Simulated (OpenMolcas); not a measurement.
## Setting up doublet [TiH4O4]+ in OpenMolcas

The species is [TiH4O4]+ (9 atoms), meant as a doublet with charge +1. SMILES of the parent species: `O[Ti](O)(O)O`. The coordinates come from a PBE0-D4/def2-TZVP relaxation. This is one conformer, not always the lowest. That shape belongs to the parent species and isn't relaxed for this state.

```xyz
9

O    -0.1253    1.2684   -1.2727
Ti    0.0001    0.0001   -0.0001
O     1.6517   -0.7153   -0.0661
O    -1.2356   -1.2792   -0.2838
O    -0.2905    0.7263    1.6223
H    -0.8135    1.4140   -1.9229
H     2.2710   -0.8860    0.6445
H    -1.1231   -2.1763   -0.6006
H    -0.3348    1.6480    1.8794
```

Settings wanted:

```yaml
method: DFT
reference: UKS
relativity: none
basis_set: 6-31G*
task: energy
functional: B3LYP
nucleus: point
integration_grid: UltraFine
SCF_convergence_threshold: 1e-10
d_and_f_functions: spherical
```

Problem. Write the OpenMolcas 26.06 input and the command.

Solution. One that was run (others would do as well):

job.inp:
```
* H4O4Ti Kohn-Sham DFT

&GATEWAY
  BasLib
  $CurrDir
  Coord
  9
  angstrom
  O       -0.125250       1.268390      -1.272730
  Ti       0.000070       0.000090      -0.000050
  O        1.651710      -0.715310      -0.066120
  O       -1.235630      -1.279200      -0.283830
  O       -0.290490       0.726280       1.622320
  H       -0.813470       1.413950      -1.922910
  H        2.270980      -0.885970       0.644480
  H       -1.123140      -2.176250      -0.600550
  H       -0.334770       1.648010       1.879390
  Basis
  6-31Gs
  Group
  NoSym

&SEWARD
  GridInput
  Grid=UltraFine
  End of Grid

&SCF
  UHF
  Charge
  1
  Spin
  2
  KSDFT
  B3LYP
  Thresholds
  1e-10 1e-07 1e-07 1e-05
  PrOrbitals
  1 1
```

```bash
$ export MOLCAS_MEM=1860
$ pymolcas job.inp > job.log
```

(Basis files named in the input come from the Basis Set Exchange and aren't shown.)

Calculated total energy: -1152.52314 Eh.
